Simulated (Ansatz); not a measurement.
Single points on the cluster Na₈H₇⁺.

```yaml
crystal:
  periodic: [false, false, false]
  atoms:
    - {symbol: Na, position_ang: [-0.939180, -2.326976, -1.195095]}
    - {symbol: Na, position_ang: [0.659253, 0.979570, -2.805147]}
    - {symbol: Na, position_ang: [-0.160233, 0.614978, 4.211013]}
    - {symbol: Na, position_ang: [1.313824, 3.208103, 1.592245]}
    - {symbol: Na, position_ang: [-1.455819, -2.568873, 2.929902]}
    - {symbol: Na, position_ang: [-0.149020, -0.083196, 0.809208]}
    - {symbol: Na, position_ang: [2.115358, 4.193176, -1.991582]}
    - {symbol: Na, position_ang: [-1.802287, -5.082822, -3.941013]}
    - {symbol: H, position_ang: [1.954957, 4.228525, 0.029994]}
    - {symbol: H, position_ang: [-1.380485, -3.734114, -2.645923]}
    - {symbol: H, position_ang: [-1.046281, -2.092573, 0.959126]}
    - {symbol: H, position_ang: [1.519818, 2.722242, -3.255091]}
    - {symbol: H, position_ang: [-0.050903, -0.307626, -1.346102]}
    - {symbol: H, position_ang: [-0.985862, -1.191768, 4.319397]}
    - {symbol: H, position_ang: [0.406849, 1.441323, 2.329088]}
basis:
  gaussian: {orbitals: def2-TZVP, initial_orbitals: start.molden}
total_charge: 1
hamiltonian: {xc: {name: wB97M-V}}
scf: {omitted_lower_state_checks: [starts]}
output: {orbitals: {seedname: orbitals}}
```

The file start.molden holds the orbitals of an earlier run on this structure, at another level or in another basis.

```sh
$ ansatz run in.yaml --threads 4 --pin off --events-out ev --progress --plain --max-ram 4787MiB
```

It prints (some lines left out):

```
Functional definition: wB97M-V
2524 factors; their error is unknown
1154 factors; integrals over basis functions are off by at most 2.8e-5 eV
mean field evaluation 1: about -35436.4275 eV, gradient 1.3e1 eV
mean field evaluation 2: about -35436.5877 eV, gradient 1.4e-1 eV
mean field evaluation 4: about -35436.7026 eV, gradient 1.8e-4 eV
mean field -35436.70261696 eV, -1302.2748013135 hartree, gradient 1.2e-5 eV, S^2 0.000000; 0 other end points of the search recorded, 0 dependent functions left out
reference -35436.70274809 eV, -1302.2748061325 hartree; 47, 47 occupied and 251, 251 virtual orbitals, 2524 factors
Total energy: -35436.70274809 eV, -1302.2748061325 hartree
Checks for a lower state left out: starts
```

It took 37 s on 4 threads of Arm Neoverse V2 on a shared host, peak host memory 1.9 GiB.

The first input with `hamiltonian: {xc: pbe, dispersion: d4}`, `output: {forces: true, orbitals: {seedname: orbitals}}` (abridged; 8 s):

```
Functional definition: PBE
mean field -35414.59403784 eV, -1301.4623260166 hartree, gradient 2.2e-5 eV, S^2 0.000000
Total energy: -35414.95798192 eV, -1301.4757007148 hartree
Atom 0 force     0.002477     0.006136     0.002647 eV/Å
Atom 1 force     0.005077     0.008157    -0.002450 eV/Å
Atom 2 force     0.005302     0.010293    -0.001446 eV/Å
Atom 3 force    -0.000085     0.001320     0.003797 eV/Å
Atom 4 force    -0.000645    -0.001840    -0.002096 eV/Å
Atom 5 force     0.003021     0.007573     0.010768 eV/Å
Atom 6 force    -0.005452    -0.010008    -0.003105 eV/Å
Atom 7 force    -0.004457    -0.011399    -0.011145 eV/Å
Atom 8 force     0.011815     0.028768     0.015681 eV/Å
Atom 9 force    -0.002840    -0.008577    -0.009568 eV/Å
Atom 10 force    -0.001612    -0.005637    -0.012083 eV/Å
Atom 11 force     0.005165     0.004406    -0.031290 eV/Å
Atom 12 force    -0.006359    -0.013273     0.006110 eV/Å
Atom 13 force    -0.009546    -0.011884     0.037448 eV/Å
Atom 14 force    -0.001859    -0.004036    -0.003269 eV/Å
Dipole moment:    -0.702328    -1.796793    -0.686903 e Å
Checks for a lower state left out: starts
```

As the first input, with `gaussian: {orbitals: def2-SVP, initial_orbitals: start.molden}`, `hamiltonian: {xc: pbe0, dispersion: d4}` (abridged; 4.6 s):

```
Functional definition: PBE0
mean field -35405.01064007 eV, -1301.1101426445 hartree, gradient 2.9e-5 eV, S^2 0.000000
Total energy: -35405.33222316 eV, -1301.1219606048 hartree
Checks for a lower state left out: starts
```

Geometry: PBE0-D4/def2-SVP.

Another isomer (singlet) lies 0.90 eV lower at PBE0-D4/def2-TZVP; other spin states weren't run for this one.
